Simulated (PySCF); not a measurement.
Compound: n-PeOMe, C6H14O.
Numbering: `[CH3:1][CH2:2][CH2:3][CH2:4][CH2:5][O:6][CH3:7]` (hydrogens: H8, H9, H10 on C1; H11, H12 on C2; H13, H14 on C3; H15, H16 on C4; H17, H18 on C5; H19, H20, H21 on C7)

The same species was optimised twice, with GFN2-xTB and with PBE0-D3(BJ)/def2-SVP (PySCF), and the same property calculations (PySCF, gas phase) were run on both structures.

| coordinate | GFN2-xTB | PBE0-D3(BJ)/def2-SVP | change |
| --- | --- | --- | --- |
| C5–O6 (Å) | 1.409 | 1.396 | -0.013 |
| O6–C7 (Å) | 1.402 | 1.390 | -0.012 |
| C4–C5 (Å) | 1.524 | 1.512 | -0.012 |
| C3–C4 (Å) | 1.526 | 1.520 | -0.006 |
| C1–C2 (Å) | 1.524 | 1.520 | -0.004 |
| C2–C3 (Å) | 1.527 | 1.523 | -0.004 |
| C2–C3–C4 (°) | 111.9 | 113.5 | +1.6 |
| C3–C4–C5 (°) | 111.7 | 113.2 | +1.5 |
| C1–C2–C3 (°) | 112.0 | 113.4 | +1.4 |
| C5–O6–C7 (°) | 112.9 | 113.6 | +0.7 |
| C4–C5–O6 (°) | 109.0 | 109.3 | +0.3 |
| C1–C2–C3–C4 (°) | 180 | 180 | 0 |
| C2–C3–C4–C5 (°) | 180 | 180 | 0 |
| C3–C4–C5–O6 (°) | 180 | 179 | -1 |
| C4–C5–O6–C7 (°) | 180 | 180 | 0 |

Rotational constants: A = 13511, B = 763.8, C = 743.1 MHz (GFN2-xTB) against A = 13666, B = 761.2, C = 741.1 MHz (PBE0-D3(BJ)/def2-SVP). Point groups within 0.08 Å: Cs and Cs.

On the GFN2-xTB structure: HOMO (eV) -7.26 [PBE0/pcSseg-1]; LUMO (eV) 1.52 [PBE0/pcSseg-1]; dipole (D) 1.17 [PBE0/pcSseg-1]; GIAO shielding of C1 (ppm) 169.5 [PBE0/pcSseg-1]; GIAO shielding of C2 (ppm) 158.5 [PBE0/pcSseg-1]; GIAO shielding of C3 (ppm) 154.3 [PBE0/pcSseg-1]; GIAO shielding of C4 (ppm) 150.9 [PBE0/pcSseg-1]; GIAO shielding of C5 (ppm) 107.7 [PBE0/pcSseg-1]; GIAO shielding of O6 (ppm) 307.2 [PBE0/pcSseg-1]; GIAO shielding of C7 (ppm) 125.4 [PBE0/pcSseg-1].

What do these properties become on the PBE0-D3(BJ)/def2-SVP structure?

```json
{"property": "HOMO (eV)", "level": "PBE0/pcSseg-1", "on GFN2-xTB": "-7.26", "on PBE0-D3(BJ)/def2-SVP": "-7.30", "change": "-0.04"}
{"property": "LUMO (eV)", "level": "PBE0/pcSseg-1", "on GFN2-xTB": "1.52", "on PBE0-D3(BJ)/def2-SVP": "1.51", "change": "-0.01"}
{"property": "dipole (D)", "level": "PBE0/pcSseg-1", "on GFN2-xTB": "1.17", "on PBE0-D3(BJ)/def2-SVP": "1.11", "change": "-0.06"}
{"property": "energy, GFN2-xTB geometry as zero (kcal/mol)", "level": "PBE0/pcSseg-1", "on GFN2-xTB": "0.0", "on PBE0-D3(BJ)/def2-SVP": "-0.4", "change": "-0.4"}
{"property": "GIAO shielding of C1 (ppm)", "level": "PBE0/pcSseg-1", "on GFN2-xTB": "169.5", "on PBE0-D3(BJ)/def2-SVP": "167.6", "change": "-1.9"}
{"property": "GIAO shielding of C2 (ppm)", "level": "PBE0/pcSseg-1", "on GFN2-xTB": "158.5", "on PBE0-D3(BJ)/def2-SVP": "157.5", "change": "-1.0"}
{"property": "GIAO shielding of C3 (ppm)", "level": "PBE0/pcSseg-1", "on GFN2-xTB": "154.3", "on PBE0-D3(BJ)/def2-SVP": "153.5", "change": "-0.8"}
{"property": "GIAO shielding of C4 (ppm)", "level": "PBE0/pcSseg-1", "on GFN2-xTB": "150.9", "on PBE0-D3(BJ)/def2-SVP": "150.3", "change": "-0.6"}
{"property": "GIAO shielding of C5 (ppm)", "level": "PBE0/pcSseg-1", "on GFN2-xTB": "107.7", "on PBE0-D3(BJ)/def2-SVP": "108.6", "change": "+0.9"}
{"property": "GIAO shielding of O6 (ppm)", "level": "PBE0/pcSseg-1", "on GFN2-xTB": "307.2", "on PBE0-D3(BJ)/def2-SVP": "309.4", "change": "+2.2"}
{"property": "GIAO shielding of C7 (ppm)", "level": "PBE0/pcSseg-1", "on GFN2-xTB": "125.4", "on PBE0-D3(BJ)/def2-SVP": "125.1", "change": "-0.3"}
```

The heavy atoms differ by 0.015 Å rms after alignment. Among bonds between heavy atoms C4–C5, C5–O6 and O6–C7 change most and about equally (-0.013 to -0.012 Å). Changes are differences of the printed values. Neither structure is proved a minimum here.

Conformer computed: `[CH3:1][CH2:2][CH2:3][CH2:4][CH2:5][O:6][CH3:7]`: C1–C2–C3–C4 180°, C2–C3–C4–C5 180°, C3–C4–C5–O6 179°, C4–C5–O6–C7 180°.
